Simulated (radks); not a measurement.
Effect of the nuclear size on the indium ion In38+, [Ne] 3s1. Method: Dirac Kohn-Sham, PBE, spin-unpolarised, spherical densities, finite nucleus; Fermi nuclear charge, rms radius 4.6156 fm; computed with a radial shooting solver on a logarithmic mesh with Libxc functionals. The rms radius is varied about that value; shifts are against it.

rms radius (fm)  total energy shift (eV)  density at nucleus (e/bohr^3)  1s1/2 shift (meV)  2s1/2 shift (meV)  2p1/2 shift (meV)  3s1/2 shift (meV)  3p1/2 (empty) shift (meV)  4s1/2 (empty) shift (meV)
3.974                             -0.937                      1.776e+05               -397              -47.0               1.68              -12.2                      0.395                      -4.85
4.2048                            -0.614                      1.762e+05               -260              -30.8               1.10              -8.02                      0.259                      -3.18
4.6156                                 0                      1.738e+05              0.000              0.000              0.000              0.000                      0.000                      0.000
5.0125                             0.639                      1.717e+05                271               32.0              -1.15               8.35                     -0.269                       3.31
5.1879                             0.936                      1.708e+05                396               46.9              -1.68               12.2                     -0.394                       4.85

Slopes of the eigenvalues against <r^2> in GHz/fm^2, as finite differences over the two radii next to the reference (eigenvalue slopes, not the field-shift constants of lines): 1s1/2 17200, 2s1/2 2040, 2p1/2 -73.0, 3s1/2 532, 3p1/2 (empty) -17.1, 4s1/2 (empty) 211.
